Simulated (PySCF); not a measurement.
CH5O2Si (doublet state).
Structure used (GFN2-xTB), in Å, numbered top down from 1:
```
atom  x, y, z in Å
C1     1.4859    0.0502   -0.1235
Si2   -0.3051   -0.1553    0.3057
O3    -1.2178    1.0965   -0.2271
O4    -0.9161   -1.4726   -0.4186
H5     2.0115    0.9833   -0.0184
H6     2.1200   -0.7954   -0.3179
H7    -0.5023   -0.3196    1.7497
H8    -1.0053    1.9862    0.0334
H9    -1.6572   -1.3673   -1.0087
```

The hyperfine couplings belong to this conformer and change with its torsions.

As a line formula: `[CH2][SiH](O)O` [radical].

Computed with UKS B3LYP, pcH-1 on C H O Si, non-relativistic, mean-field spin-orbit, GIAO in PySCF 2.14.0. The structure is a single GFN2-xTB conformer in the gas phase; no vibrational or solvent corrections. GFN2-xTB frequencies show an imaginary mode (50i cm⁻¹), so this geometry is no minimum at that level. A GFN2-xTB geometry isn't a minimum of the functional, and hyperfine couplings can be far from their values at a DFT geometry. No stability test was run, so a lower SCF solution isn't excluded.

(1) The isotropic 1H couplings, averaged over equivalent nuclei, are -57.5, +45.5, -0.7 MHz. Assign them to H5/H6; H7; H8/H9.

Answers

(1) 
```csv
site,a_iso (MHz),ρ(0) (bohr⁻³),position,distance from C1 (Å),bound to,spin population there,largest |T| (MHz)
H5/H6,-57.5,-0.0129,"α, 1 bond from C1",1.08,C1,+1.06,38.1
H7,+45.5,+0.0102,"β, 2 bonds from C1",2.76,Si2,0.00,5.2
H8/H9,-0.7,-0.0002,"γ, 3 bonds from C1",3.36,O3/O4,0.00,4.0
```

ρ(0) is the spin density at the nucleus and T the dipolar tensor; a_iso includes a spin–orbit part; entries for several nuclei are means. The largest Mulliken spin population is on C1 (+1.06). The angles at C1 add up to 359.0°, so it is planar; its axial dipolar tensor and the negative couplings of its protons fit spin in a p orbital normal to that plane.

Class means assume fast exchange of nuclei equivalent by connectivity; if that motion is slow, each nucleus keeps its own coupling.
